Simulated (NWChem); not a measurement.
# CF2I, doublet; SMILES F[C](F)I

```xyz
4

F     -0.0828     1.9149    -1.0732
C      0.3355     1.2954     0.0000
F     -0.0828     1.9149     1.0732
I     -0.0152    -0.8114     0.0000
```
Atoms are numbered in this order, from 1.

Level: PBE0/def2-SVP with def2 effective core potentials on I, spin-unrestricted (NWChem), optimised geometry, unscaled harmonic frequencies. In the optimisation the excess spin sits in a' (Cs, its own frame). def2 effective core potentials on I; no spin-orbit coupling.

```tsv
frequency (cm⁻¹)	IR intensity (km/mol)
270	0.0
272	1.9
559	19.6
646	47.8
1210	482.1
1298	245.0
```

| Property | Value |
|---|---|
| zero-point energy | 6.1 kcal/mol |
| thermal correction to the enthalpy at 298.15 K (with zero-point energy) | 9.2 kcal/mol |
| heat capacity Cv | 11.8 cal/(mol K) |
| entropy at 298.15 K and 1 atm (symmetry number 1, electronic part: spin degeneracy alone) | 73.4 cal/(mol K) |

Rigid rotor and harmonic oscillator.
